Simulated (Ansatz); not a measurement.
Start from `[SiH3]OB1N[SiH2]1` and change one atom or group to get `SB1N[SiH2]1`.

Ansatz, PBE0-D4/def2-TZVP geometries, multiplicity 1. Each molecule was computed in one conformer, which needn't be the lowest.

```csv
property,`[SiH3]OB1N[SiH2]1`
HOMO energy (ωB97M-V/def2-TZVPP) / eV,-9.04
LUMO energy (ωB97M-V/def2-TZVPP) / eV,1.35
HOMO–LUMO gap (PBE/def2-TZVPP) / eV,4.69
LUMO energy (PBE/def2-TZVPP) / eV,-1.13
HOMO–LUMO gap (B3LYP/def2-TZVPP) / eV,6.23
HOMO–LUMO gap (ωB97M-V/def2-TZVPP) / eV,10.39
```

(1) Give the same properties after the change, and the shifts. (Best estimate.)

Results:

(1) Computed: 
```json
{"property": "HOMO energy (ωB97M-V/def2-TZVPP) / eV", "`SB1N[SiH2]1`": "-9.31", "shift": "-0.27"}
{"property": "LUMO energy (ωB97M-V/def2-TZVPP) / eV", "`SB1N[SiH2]1`": "1.35", "shift": "0.00"}
{"property": "HOMO–LUMO gap (PBE/def2-TZVPP) / eV", "`SB1N[SiH2]1`": "4.98", "shift": "0.29"}
{"property": "LUMO energy (PBE/def2-TZVPP) / eV", "`SB1N[SiH2]1`": "-1.16", "shift": "-0.03"}
{"property": "HOMO–LUMO gap (B3LYP/def2-TZVPP) / eV", "`SB1N[SiH2]1`": "6.49", "shift": "0.26"}
{"property": "HOMO–LUMO gap (ωB97M-V/def2-TZVPP) / eV", "`SB1N[SiH2]1`": "10.66", "shift": "0.27"}
```

B3LYP here is the variant with VWN-RPA as its local correlation; programs differ in this.
